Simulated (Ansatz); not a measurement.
C$_{6}$H$_{15}$In (`C[CH](C)[InH][CH](C)C`), charge 0, multiplicity 1.

(1) Give a relaxed structure at PBE0-D4/def2-TZVP (the Gaussian-basis code of Ansatz). (An estimate is asked.)

Answers

(1) The calculation gave: 
```xyz
22

C     3.1508    0.5000    0.3207
C     1.8202   -0.2331    0.2535
C     1.8011   -1.2462   -0.8870
In    0.1111    1.1206    0.0638
C    -1.9145    0.4412    0.5357
C    -2.9562    1.0396   -0.4002
C    -2.0184   -1.0770    0.5931
H     3.2077    1.1843    1.1716
H     3.3304    1.0932   -0.5815
H     3.9881   -0.2054    0.4127
H     1.6665   -0.7769    1.1929
H     0.8785   -1.8334   -0.9098
H     2.6348   -1.9556   -0.7964
H     1.9102   -0.7638   -1.8645
H     0.3603    2.7484   -0.5120
H    -2.0954    0.8366    1.5443
H    -3.9716    0.7446   -0.1032
H    -2.9222    2.1320   -0.4150
H    -2.8199    0.6962   -1.4311
H    -1.8345   -1.5321   -0.3857
H    -3.0225   -1.3952    0.9039
H    -1.3044   -1.5180    1.2941
```
This is one stationary point; other conformers may exist.
